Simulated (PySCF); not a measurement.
## C3H9ClSi

The system: C3H9ClSi, a small molecule; neutral, singlet. The structure, one conformer, was relaxed in the gas phase by PBE0-D3(BJ)/def2-SVP. No frequency run checks that it is a minimum.

SMILES: C[Si](C)(C)Cl

```xyz
14

C    -0.645    1.570    0.566
Si    0.133    0.140   -0.352
C    -1.118   -1.195   -0.736
C     1.609   -0.541    0.573
Cl    0.833    0.879   -2.183
H     0.093    2.366    0.747
H    -1.032    1.235    1.542
H    -1.481    2.003   -0.005
H    -1.524   -1.624    0.195
H    -0.659   -2.009   -1.318
H    -1.957   -0.788   -1.321
H     1.299   -0.943    1.551
H     2.357    0.247    0.747
H     2.092   -1.350    0.004
```
Atom numbers follow the order of the file, from 1.

Shieldings: GIAO PBE0/pcSseg-2. Shifts are against computed references at the same level: C TMS (σ 184.1 ppm), H TMS (σ 31.24 ppm), Si TMS (σ 341.3 ppm). Core levels by delta-SCF with SCAN, pcX-2 on the ionised atom and pcseg-1 elsewhere, spin-free X2C (2p3/2 is the spin-free 2p value less a third of a first-order spin-orbit splitting); from the vacuum level, for chosen atoms.

(1) Give the NMR and core-level values of the distinct atoms.

(2) By CAM-B3LYP/def2-SVPD (TDDFT singlets, Tamm-Dancoff triplets, ionisation by delta-SCF), where does absorption start, and what does vertical ionisation take?

Answers

(1) 
| atoms | bonded to | σ (ppm) | δ (ppm) | core level (eV) |
| --- | --- | --- | --- | --- |
| C1 C3 C4 | 1 Si + 3 H | 180.4 | 3.8 | 1s 290.29 |
| Si2 | 3 C + 1 Cl | 305.5 | 35.8 | 2p3/2 107.01 |
| Cl5 | 1 Si | 919.6 | - | 2p3/2 205.32 |
| H6 H7 H8 | 1 C | 30.92 | 0.33 | - |
| H9 H10 H11 | 1 C | 30.91 | 0.33 | - |
| H12 H13 H14 | 1 C | 30.92 | 0.33 | - |

Values are those of this one static structure, with the three H of a rotating XH3 group averaged; atoms that internal rotation interchanges would show their mean in an NMR spectrum.

(2) The lowest singlet lies at 7.99 eV (f 0.108), the strongest of the first 6 at 7.99 eV (f 0.110), the lowest triplet at 7.73 eV; vertical ionisation takes 10.59 eV.
